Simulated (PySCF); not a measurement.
How methods differ on the ionisation energy of Ni¹⁶⁺

Ni¹⁶⁺ [Ne] 3s2 → Ni¹⁷⁺ [Ne] 3s1 [3s1/2^1, M_J = 1/2], as a difference of total energies. All numbers are calculated (PySCF 2.14, the two-component X2C-1e Hamiltonian, in an uncontracted even-tempered set (19 s from 1.5 bohr⁻², ratio 2.4; 13 p from 1.9 bohr⁻², ratio 2.4; 5 d from 7.1 bohr⁻², ratio 2.6; 4 f from 11 bohr⁻², ratio 2.6)). Correlated levels: 1s2 frozen; the 52 highest virtual spinors dropped. "Screened" scales the spin-orbit matrix elements by Boettger's factors to mimic the two-electron term; Breit and QED terms are absent.

```tsv
method	ionisation energy (eV)
GHF (screened spin-orbit)	566.88
GMP2 (screened spin-orbit)	569.30
```

Question: How much does correlation contribute at GMP2 (screened spin-orbit)?

Answer: 569.30 − (566.88) = 2.42 eV, measured against GHF (screened spin-orbit).

For comparison: 571.07 ± 0.12 eV (semi-empirical (NIST evaluation); NIST Atomic Spectra Database, ionization energies).
